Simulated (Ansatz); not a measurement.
A structure relaxed at PBE0-D4/def2-SVP in Ansatz, charge 1, doublet:

```xyz
7

Pb   -2.4615    0.5443   -0.6353
Pb    0.6774   -0.3706   -1.5836
Pb   -0.0145   -1.1827    2.1294
O    -0.9578    0.9215   -1.9877
O    -0.7936   -0.7853    0.2240
O     1.7552    0.1770    1.5110
O     1.7948    0.6958    0.3422
```

(1) Give its formula.

(2) Summarise the bond lengths by kind (pairs closer than 1.2 times the sum of covalent radii, bridged metal pairs left out).

## Answers

(1) Pb3O4⁺.

(2) 7 × O–Pb 2.06 to 2.47 Å; 1 × O–O 1.28 Å.

In the def2 sets Pb takes a core potential; there is no spin–orbit coupling. The structure holds one bond between oxygen atoms, so isomers without such links may lie far lower. The relaxation made no stability test and no search for a lower SCF solution. The structure comes from a short search, and lower isomers may exist.
